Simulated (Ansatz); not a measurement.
Ansatz (a quantum-chemistry and plane-wave program) input (PBE0/def2-TZVPD):

Ansatz 0.2 input:
```yaml
crystal:
  periodic: [false, false, false]
  atoms:
    - {symbol: Si, position_ang: [-0.69467786, 0.70320568, 1.12848620]}
    - {symbol: Br, position_ang: [0.68014446, -0.68320349, -0.44602368]}
    - {symbol: F, position_ang: [-1.56439622, 1.56302694, -0.02088642]}
basis:
  gaussian:
    orbitals: def2-TZVPD
hamiltonian:
  xc: {name: PBE0}
total_charge: -1
magnetization: {spin_polarized: true, initial_magnetization: 1}
output: {forces: true}
```

End of the output:

```
integrals: 0.06 GiB planned
965 factors; their error is unknown
mean field: 0.80 GiB planned
mean field evaluation 1: about -80629.6571 eV, gradient 1.9e1 eV
mean field evaluation 2: about -80628.6425 eV, gradient 2.9e1 eV
mean field evaluation 4: about -80630.9861 eV, gradient 1.1e0 eV
mean field evaluation 8: about -80631.3251 eV, gradient 7.2e-2 eV
mean field evaluation 16: about -80631.3251 eV, gradient 5.1e-5 eV
mean field -80631.32510932 eV, -2963.1465438923 hartree, gradient 5.1e-5 eV, S^2 0.759885; 0 other end points of the search recorded, 0 dependent functions left out
the calculation of the forces begins
reference -80631.32514443 eV, -2963.1465451828 hartree; 30, 29 occupied and 110, 111 virtual orbitals, 965 factors
Total energy: -80631.32514443 eV, -2963.1465451828 hartree
Atom 0 at    -0.694678     0.703206     1.128486 Å, force     0.043564    -0.046019    -0.309900 eV/Å
Atom 1 at     0.680144    -0.683203    -0.446024 Å, force    -0.167756     0.169026     0.174163 eV/Å
Atom 2 at    -1.564396     1.563027    -0.020886 Å, force     0.124192    -0.123007     0.135737 eV/Å
Dipole moment:     0.218569    -0.220878    -0.308553 e Å
```
